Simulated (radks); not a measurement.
Results of a calculation; reference values are marked as such.
Excited configurations of Zr IX: one electron is placed in a higher orbital outside [Ar] 3d10 4s2 4p1. The ground configuration is [Ar] 3d10 4s2 4p2. Code: a radial shooting solver on a logarithmic mesh with Libxc functionals. Model: scalar-relativistic Kohn-Sham, PBE, spin-polarised, spherical densities, point nucleus; open shells are filled with parallel spins first (spin-orbit coupling, left out, can overturn this in heavy ions). Excitation = E - E(ground); binding = E(ion) - E, where the ion is the core of charge +9; n* = 9/sqrt(2 binding) in atomic units. These energies are relativistic, and a one-electron ion of charge +9 with no core already has n* below n in this formula (scalar-relativistic equation, point nucleus: 4d 4.000, 4f 4.000, 5s 4.998, 5p 4.999, 5d 4.999, 5f 5.000, 6s 5.998, 6f 6.000, 7s 6.998, 7p 6.999, 7d 6.999, 7f 7.000). The quantum defect is therefore taken as that value minus n*, so that it holds no relativistic shift of the bare ion.

outer orbital,excitation (eV),binding (eV),n*,quantum defect,<r> (bohr)
4d,38.734,114.15,3.107,0.892,1.361
4f,74.735,78.150,3.755,0.245,1.654
5s,64.311,88.575,3.527,1.471,2.123
5p,73.953,78.933,3.737,1.262,2.284
5d,88.837,64.049,4.148,0.851,2.615
5f,103.37,49.517,4.718,0.282,3.073
6s,98.794,54.092,4.514,1.484,3.464
6f,118.73,34.152,5.681,0.319,4.769
7s,116.43,36.459,5.498,1.500,5.123
7p,119.06,33.823,5.708,1.291,5.422
7d,123.38,29.509,6.111,0.888,6.011
7f,127.92,24.968,6.644,0.356,6.790

The Delta-SCF ionisation energy is 152.89 eV (NIST Atomic Spectra Database: 153 eV, theoretical). Self-interaction in the functional shifts the binding energies and quantum defects, so they are the method's values and not measured ones. Open shells are spherical and high-spin; term and fine-structure splittings are not resolved.
